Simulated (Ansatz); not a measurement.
One geometry of CH8BInSi (`B[SiH2][CH2][InH2]`), several functionals.

```yaml
crystal:
  periodic: [false, false, false]
  atoms:
    - {symbol: B, position_ang: [-1.605595, 0.908254, 0.269955]}
    - {symbol: Si, position_ang: [0.374951, 1.210410, 0.414356]}
    - {symbol: C, position_ang: [1.303397, -0.406498, 0.381691]}
    - {symbol: In, position_ang: [0.105965, -1.755386, -0.822863]}
    - {symbol: H, position_ang: [-2.013577, -0.062636, -0.327221]}
    - {symbol: H, position_ang: [-2.457255, 1.648355, 0.662655]}
    - {symbol: H, position_ang: [0.628322, 1.953654, -0.864868]}
    - {symbol: H, position_ang: [0.754279, 2.124995, 1.530743]}
    - {symbol: H, position_ang: [1.392214, -0.829521, 1.384715]}
    - {symbol: H, position_ang: [2.304830, -0.277457, -0.033876]}
    - {symbol: H, position_ang: [-0.753328, -3.024080, -0.027130]}
    - {symbol: H, position_ang: [0.042798, -1.545091, -2.534158]}
basis:
  gaussian: {orbitals: def2-TZVPP}
hamiltonian: {xc: pbe, dispersion: d4}
output: {forces: true, orbitals: {seedname: orbitals}}
```

```sh
$ ansatz run in.yaml --threads 4 --pin off --events-out ev --progress --plain --max-ram 10444MiB
```

Shortened log:

```
Functional definition: PBE
1497 factors; their error is unknown
mean field evaluation 1: about -14874.3555 eV, gradient 7.2e1 eV
mean field evaluation 2: about -14834.7164 eV, gradient 1.2e2 eV
mean field evaluation 4: about -14886.7973 eV, gradient 9.3e0 eV
mean field evaluation 8: about -14887.0371 eV, gradient 3.0e-1 eV
mean field evaluation 16: about -14887.0056 eV, gradient 6.0e-4 eV
mean field -14887.00559262 eV, -547.0873647539 hartree, gradient 1.7e-5 eV, S^2 0.000000; 0 other end points of the search recorded, 0 dependent functions left out
reference -14887.00565993 eV, -547.0873672275 hartree; 27, 27 occupied and 239, 239 virtual orbitals, 1497 factors
Total energy: -14887.28172708 eV, -547.0975125081 hartree
Atom 0 at    -1.605595     0.908254     0.269955 Å, force     0.133083     0.034232    -0.018349 eV/Å
Atom 1 at     0.374951     1.210410     0.414356 Å, force    -0.189580    -0.038356     0.074954 eV/Å
Atom 2 at     1.303397    -0.406498     0.381691 Å, force     0.048715     0.020707     0.002909 eV/Å
Atom 3 at     0.105965    -1.755386    -0.822863 Å, force    -0.054837    -0.051175    -0.047303 eV/Å
Atom 4 at    -2.013577    -0.062636    -0.327221 Å, force    -0.038886    -0.101148    -0.059564 eV/Å
Atom 5 at    -2.457255     1.648355     0.662655 Å, force    -0.100396     0.079181     0.048489 eV/Å
Atom 6 at     0.628322     1.953654    -0.864868 Å, force     0.015777     0.085632    -0.138196 eV/Å
Atom 7 at     0.754279     2.124995     1.530743 Å, force     0.051816     0.114986     0.104530 eV/Å
Atom 8 at     1.392214    -0.829521     1.384715 Å, force     0.014159    -0.078359     0.179588 eV/Å
Atom 9 at     2.304830    -0.277457    -0.033876 Å, force     0.191958     0.010502    -0.080082 eV/Å
Atom 10 at    -0.753328    -3.024080    -0.027130 Å, force    -0.066617    -0.096083     0.063688 eV/Å
Atom 11 at     0.042798    -1.545091    -2.534158 Å, force    -0.005191     0.019881    -0.130666 eV/Å
Dipole moment:     0.117751    -0.029775     0.100192 e Å
```

It took 2.5 s on 4 threads of an AMD EPYC 7B13 on a shared host, with 0.38 GiB of host memory at the peak.

Changing it to `hamiltonian: {xc: {name: wB97M-V}}` (abridged; 11 s):

```
Functional definition: wB97M-V
mean field evaluation 16: about -14890.7714 eV, gradient 4.2e-5 eV
mean field -14890.77136985 eV, -547.2257545146 hartree, gradient 4.2e-5 eV, S^2 0.000000
Total energy: -14890.77144989 eV, -547.2257574560 hartree
Atom 0 force    -0.135132    -0.011278     0.001653 eV/Å
Atom 1 force     0.074390     0.165055    -0.027690 eV/Å
Atom 2 force     0.001159    -0.037003     0.004738 eV/Å
Atom 3 force    -0.024091    -0.027759    -0.021610 eV/Å
Atom 4 force     0.058069     0.113959     0.070676 eV/Å
Atom 5 force     0.122038    -0.104689    -0.058513 eV/Å
Atom 6 force    -0.026289    -0.084144     0.131466 eV/Å
Atom 7 force    -0.050839    -0.109127    -0.120144 eV/Å
Atom 8 force     0.003297     0.036524    -0.071373 eV/Å
Atom 9 force    -0.075463    -0.003708     0.041824 eV/Å
Atom 10 force     0.051083     0.073052    -0.049245 eV/Å
Atom 11 force     0.001778    -0.010881     0.098219 eV/Å
Dipole moment:     0.093305    -0.044973     0.104436 e Å
```
